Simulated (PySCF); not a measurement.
**Structure from 2D NMR**

Compound of formula C5H9N2P. Correlations simulated from computed shifts and the bond graph:

HSQC (one-bond C–H):
```csv
δH,δC
8.54,163.9
4.38,52.5
2.81,20.7
1.42,20.4
```

COSY cross peaks (H two or three bonds apart, from the bond graph; peaks can be absent where the dihedral angle is near 90°):
```csv
δH,δH
4.38,1.42
```

HMBC (two and three bonds, from the bond graph):
```csv
δH,δC
8.54,"181.2, 52.5"
4.38,"163.9, 20.4"
2.81,181.2
1.42,52.5
```

Carbons without hydrogens: δ 181.2.

PySCF 2.14 calculation with GFN2-xTB geometry and shielding tensors at PBE0/pcSseg-1 (GIAO); gas phase, non-relativistic, one averaged value for each set of equivalent atoms, one computed conformer.

Chemical shifts δ = σref − σ; $^{1}$H and $^{13}$C vs TMS, all at this level.

Exchangeable hydrogens are left out of these lists.

Which molecule is this?

Results:

`InChI=1S/C5H9N2P/c1-3-7-4-8-5(2)6-7/h4H,3H2,1-2H3`.

Numbering as in the mapped SMILES `[CH3:1][CH2:2][n:3]1[cH:4][p:5][c:6]([CH3:7])[n:8]1`. Hydrogens are named by the atom that carries them.

- δC 181.2 is C6, a substituted aromatic carbon next to a ring nitrogen.
- δC 163.9 is C4, an aromatic CH next to a ring nitrogen (δH 8.54).
- δC 52.5 is C2, an sp3 CH2 bonded to N (δH 4.38).
- δC 20.7 is C7, a methyl carbon on an aromatic ring (δH 2.81).
- δC 20.4 is C1, a methyl carbon (δH 1.42).
- HMBC from δH 8.54 reaches the proton-free carbon C6.
- HMBC from δH 2.81 reaches the proton-free carbon C6.
- COSY links 4.38–1.42.

The shifts were computed for this structure.

Shifts are as computed. Against solution values, carbons near 30 ppm lie about +3 ppm off and those near 130 ppm about +5 ppm. Of 1211 compounds with measured shifts, 218 miss one by over three times the rms of a fit or turn the order of signals round; such compounds aren't used in these exercises.
